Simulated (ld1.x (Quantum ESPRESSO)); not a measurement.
Ni: excitation energies, all-electron against TM

- Element: nickel
- Generator: ld1.x (Quantum ESPRESSO) 7.5
- Type: norm-conserving Troullier–Martins (Kleinman–Bylander form)
- Functional: revPBE
- Relativity: fully relativistic
- Frozen core: [Ne]
- Valence charge: 18
- Reference configuration: 3s2 3p6 3d9 4s1 4p0
- Partial waves: 3s (bound): rc 0.95 bohr; 3p (bound): rc 1.05 bohr; 3d (bound): rc 1.50 bohr
- Local potential: the d channel
- Core correction: a·sin(br)/r model core inside 0.70 bohr

Open shells are filled in proportion to 2j + 1 (rel_dist='average').

Occupied shells without a wave of their own: 4s. They enter only through the test configuration that unscreens the potential, and ld1.x also counts them in the model core charge.

Energies are relative to the spin-unpolarised reference configuration 3s2 3p6 3d9 4s1 4p0; without spin polarisation the order of configurations can differ from experiment. The d channel is local and has no spin–orbit splitting in the pseudo-atom.

ld1.x takes every shell without a wave as core, so the model core holds the 4s electrons as well and exchange and correlation see them twice. This cancels in the reference configuration, but the file is broken for other ones, and its errors say nothing about a proper core correction.

```tsv
valence configuration	charge	ΔE all-electron (eV)	error AE − PS (meV)
3s2 3p6 3d8 4s2 4p0	0	1.612	-176
3s2 3p6 3d8 4s1 4p0	+1	10.832	-11
3s2 3p6 3d8 4s0 4p0	+2	28.013	-5.1
3s2 3p6 3d8 4s0 4p1	+1	16.480	-202
3s2 3p6 3d7 4s2 4p0	+1	17.668	+59
3s2 3p6 3d8 4s1 4p1	0	6.180	-222
3s2 3p6 3d8.5 4s1.5 4p0	0	0.422	-90
```

Levels in the configuration 3s2 3p6 3d8 4s2 4p0:

```csv
level,all-electron (eV),pseudo (eV)
3s j=1/2,-111.076,-111.045
3p j=1/2,-72.841,-72.800
3p j=3/2,-70.636,-70.600
3d j=3/2,-8.958,-8.741
3d j=5/2,-8.719,-8.741
4s j=1/2,-5.570,-5.349
```
